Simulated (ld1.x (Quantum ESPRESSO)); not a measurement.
**fluorine, ultrasoft: configuration errors across variants**

```
Element                 : fluorine (F)
Generator               : ld1.x (Quantum ESPRESSO) 7.5
Type                    : ultrasoft
Functional              : PBE
Relativity              : scalar-relativistic
Frozen core             : [He]
Valence charge          : 7
Reference configuration : 2s2 2p5
Partial waves           : 2s (bound): rcut 0.65, rcutus 0.70 bohr; 2s channel at -0.65 Ry: rcut 0.65, rcutus 0.70 bohr; 2p (bound): rcut 1.35, rcutus 1.70 bohr; 2p channel at 0.5 Ry: rcut 1.35, rcutus 1.70 bohr; 3d channel at 0.05 Ry: rcut 1.40, rcutus 1.85 bohr
Local potential         : all-electron potential smoothed inside 1.50 bohr (lloc = -1)
Core correction         : Bessel-smoothed model core inside 0.55 bohr
Augmentation charge     : built from norm-conserving waves at rcut, not smoothed further
```

All-electron excitation energies from the reference (eV): (1) 2s2 2p4 19.390; (2) 2s2 2p3 57.775; (3) 2s2 2p2 118.413; (4) 2s1 2p5 38.493; (5) 2s1 2p6 18.814; (6) 2s2 2p5.3 -2.670; (7) 2s2 2p1 204.215.

The overlap operator is not positive definite (basis up to 400 Ry) in “base”, “wave 3d channel at 0.05 Ry: rcut 1.40, rcutus 1.85 bohr becomes 3d channel at 0.05 Ry: rcut 1.40, rcutus 2.66 bohr”, “waves 2s (bound): rcut 0.58, rcutus 0.62 bohr; 2s channel at -0.65 Ry: rcut 0.58, rcutus 0.62 bohr”, “local potential all-electron potential smoothed inside 0.90 bohr (lloc = -1)”, “waves 2p (bound): rcut 1.20, rcutus 1.28 bohr; 2p channel at 0.5 Ry: rcut 1.20, rcutus 1.28 bohr”. Such files are unfit for use, however small their errors in these radial tests.

Tests that are not counted but printed errors over 1 eV. “all radii but the core radius scaled by about 1.23 (s 0.86, p 2.10, d 2.28 bohr, rcut 0.80/1.66/1.72); local potential all-electron potential smoothed inside 1.86 bohr (lloc = -1)”: 2s2 2p2 (solver errors, printed error -171 eV); 2s2 2p1 (solver errors, printed error -215 eV).

2 further variants failed, have other tests or too few solved ones, and are left out.

Errors AE − PS in meV (a dash: test not solved or not reliable):

```tsv
change	(1)	(2)	(3)	(4)	(5)	(6)	(7)	bound ghosts
base	-142	+14	+1795	-261	+13	-17	+6055	not determined (overlap not positive)
wave 3d channel at 0.05 Ry: rcut 1.40, rcutus 1.85 bohr becomes 3d channel at 0.05 Ry: rcut 1.40, rcutus 2.66 bohr	-142	+14	+1795	-261	+13	-17	+6055	not determined (overlap not positive)
waves 2s (bound): rcut 0.58, rcutus 0.62 bohr; 2s channel at -0.65 Ry: rcut 0.58, rcutus 0.62 bohr	-142	+13	+1790	-259	+14	-17	+6047	not determined (overlap not positive)
local potential all-electron potential smoothed inside 0.90 bohr (lloc = -1)	-138	+2.5	+1748	-256	+13	-16	+5992	not determined (overlap not positive)
all radii but the core radius scaled by about 1.23 (s 0.86, p 2.10, d 2.28 bohr, rcut 0.80/1.66/1.72); local potential all-electron potential smoothed inside 1.86 bohr (lloc = -1)	-712	-2028	–	-1223	-6.4	-63	–	not determined
waves 2p (bound): rcut 1.20, rcutus 1.28 bohr; 2p channel at 0.5 Ry: rcut 1.20, rcutus 1.28 bohr	+14	+118	+452	-7.1	+15	+0.7	+1243	not determined (overlap not positive)
```

(1) Give the same row for: type PAW; waves now 2s (bound): rcut 0.65, rcutus 0.70 bohr; 2s channel at -0.65 Ry: rcut 0.65, rcutus 0.70 bohr; 2p (bound): rcut 1.35, rcutus 1.70 bohr; 2p channel at 0.5 Ry: rcut 1.35, rcutus 1.70 bohr; 3d channel at 0.05 Ry: rcut 1.40, rcutus 1.85 bohr; 3d channel at 1.7 Ry: rcut 1.40, rcutus 1.85 bohr; local potential all-electron potential smoothed inside 0.95 bohr (lloc = -1); augmentation BESSEL, radius 0.70 bohr.

Answers

(1) +204, +1010, +2307, +0.4, –, +13, +3329; bound ghosts: none. Not counted: 2s1 2p6 (pseudo-atom not self-consistent, printed error -147 eV).
